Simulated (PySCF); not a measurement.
C3H4O2Si, SMILES C=C1OC(=O)[SiH2]1. Coordinates come from a PBE-D3(BJ)/def2-SVP optimisation. This is a generated structure with no PubChem entry under its InChIKey; it may be hypothetical.

The numbers are results of PBE-D3(BJ)/def2-SVP run with PySCF, not measurements.

Harmonic wavenumbers (cm⁻¹): 124, 278, 310, 350, 363, 531, 625, 626, 642, 650, 709, 715, 838, 892, 908, 936, 1141, 1338, 1676, 1880, 2175, 2193, 3090, 3197. Rotational constants (GHz): 5.121, 2.542, 1.735; symmetry number 1.

Problem. Work out the zero-point energy and the ideal-gas rigid-rotor harmonic-oscillator thermochemistry at 298.15 K and 1 atm.

Solution. ZPE = ½ Σ hcν = ½ × 26186 cm⁻¹ = 156.62 kJ/mol. H − E(el) = 175.72 kJ/mol. Entropy in J/(mol K): translation 166.20, rotation 113.20, vibration 48.68, total 328.08. G − E(el) = 77.91 kJ/mol. Cp = 106.64 J/(mol K). Modes under 150 cm⁻¹ make the vibrational entropy uncertain.
